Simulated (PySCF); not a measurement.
A PySCF script (with the pyscf-properties extension) for the NMR shieldings of `C[Si@@]([SiH2]C=C)([SiH3])[SiH2]Cl`, C$_{3}$H$_{13}$ClSi$_{4}$, on a GFN2-xTB geometry:

```python
import basis_set_exchange as bse
import numpy as np
from pyscf import gto, dft
from pyscf.prop import nmr

atoms = """
C     3.117807   -1.398075    0.192234
C     2.461616   -0.639539   -0.670710
Si    1.546580    0.941967   -0.225458
Si   -0.719843    0.414792    0.097764
C    -1.707319    2.035700   -0.206908
Si   -1.217161   -0.288364    2.281583
Si   -1.457246   -1.113494   -1.521424
Cl   -3.375804   -1.663703   -1.110307
H     3.197627   -1.124387    1.232277
H     3.612110   -2.316271   -0.088667
H     2.415616   -0.961782   -1.704562
H     1.819655    1.903091   -1.305652
H     2.168235    1.503855    0.981524
H    -1.451377    2.799808    0.522092
H    -1.507375    2.447578   -1.192533
H    -2.778254    1.864366   -0.136944
H    -0.794094    0.693996    3.286239
H    -0.511684   -1.535389    2.592769
H    -2.640613   -0.532107    2.525233
H    -1.492606   -0.651430   -2.911475
H    -0.694790   -2.363668   -1.525636
"""
names = dict.fromkeys(["C", "Si", "Cl", "H"], "pcSseg-1")
basis = {el: gto.basis.parse(bse.get_basis(n, elements=[el], fmt="nwchem")) for el, n in names.items()}
mol = gto.M(atom=atoms, basis=basis, charge=0, verbose=0)
mf = dft.RKS(mol, xc="PBE0")
mf.grids.level = 2
mf.grids.alignment = dft.numint.BLKSIZE   # the property module wants whole blocks of grid points
mf.conv_tol = 1e-9
mf.kernel()

calc = nmr.RKS(mf)   # GIAO
C = mf.mo_coeff
Co = C[:, mf.mo_occ > 0]
resp = mf.gen_response(singlet=True, hermi=2)
def vind(x):   # induced exchange potential for any number of trial vectors
    d = np.einsum("pi,xij,qj->xpq", C, 2 * x.reshape(-1, C.shape[1], Co.shape[1]), Co, optimize=True)
    return np.einsum("xpq,pi,qj->xij", resp(d - d.transpose(0, 2, 1)), C, Co, optimize=True).ravel()
mo1, _ = nmr.rhf.solve_mo1(calc, with_cphf=vind)
sigma = calc.kernel(mo1)
for i, s in enumerate(sigma):   # ppm
    w = np.linalg.eigvalsh((s + s.T) / 2)
    print("%2d %-2s iso %8.1f  s11 %8.1f  s22 %8.1f  s33 %8.1f" % (i, mol.atom_pure_symbol(i), w.mean(), *w))
```

Question: Give the expected output.

Answer: 
```
 0 C  iso     43.4  s11    -82.4  s22     50.5  s33    162.0
 1 C  iso     48.8  s11    -70.9  s22     38.3  s33    179.1
 2 Si iso    416.0  s11    387.8  s22    401.2  s33    459.1
 3 Si iso    436.8  s11    419.0  s22    429.9  s33    461.4
 4 C  iso    194.0  s11    190.6  s22    192.1  s33    199.3
 5 Si iso    461.2  s11    439.3  s22    461.9  s33    482.3
 6 Si iso    373.0  s11    306.7  s22    371.1  s33    441.2
 7 Cl iso   1057.7  s11    977.8  s22   1087.2  s33   1108.2
 8 H  iso     25.6  s11     21.3  s22     25.0  s33     30.3
 9 H  iso     25.4  s11     21.8  s22     24.9  s33     29.4
10 H  iso     25.5  s11     22.7  s22     25.3  s33     28.5
11 H  iso     27.3  s11     24.1  s22     25.6  s33     32.3
12 H  iso     27.4  s11     24.5  s22     25.6  s33     32.1
13 H  iso     31.5  s11     26.4  s22     28.9  s33     39.1
14 H  iso     31.4  s11     26.4  s22     28.5  s33     39.2
15 H  iso     31.2  s11     25.8  s22     29.3  s33     38.4
16 H  iso     28.2  s11     24.6  s22     25.8  s33     34.0
17 H  iso     28.1  s11     24.7  s22     26.0  s33     33.8
18 H  iso     28.0  s11     23.9  s22     26.7  s33     33.3
19 H  iso     26.2  s11     21.6  s22     25.6  s33     31.5
20 H  iso     26.4  s11     21.4  s22     26.3  s33     31.4
```

These numbers come from an equivalent density-fitted implementation of the same equations, which agrees with the script to about 0.01 ppm for H and up to a few tenths of a ppm for heavy atoms, so last digits may differ.

Question: Turn these shieldings into chemical shifts. Referencing at the same level of theory: 13C (σ = 186.93 ppm) and 29Si (σ = 349.16 ppm) and 1H (σ = 31.72 ppm) against TMS; HCl for 35Cl (σ = 949.78 ppm).

Answer: Averaging equivalent atoms: C 0: 143.5; C 1: 138.1; C 4: -7.1; Si 6: -23.8; Si 2: -66.9; Si 3: -87.6; Si 5: -112.0; Cl 7: -108; H 9: 6.35; H 10: 6.19; H 8: 6.14; H 19: 5.50; H 20: 5.36; H 11: 4.38; H 12: 4.31; H 16/17/18: 3.63; H 13/14/15: 0.37 ppm. 

Size and cost of the density-fitted run: 236 basis functions, 39 s wall time on 1 thread of an Intel Xeon 6975P-C, shared host; peak memory 1 GiB.
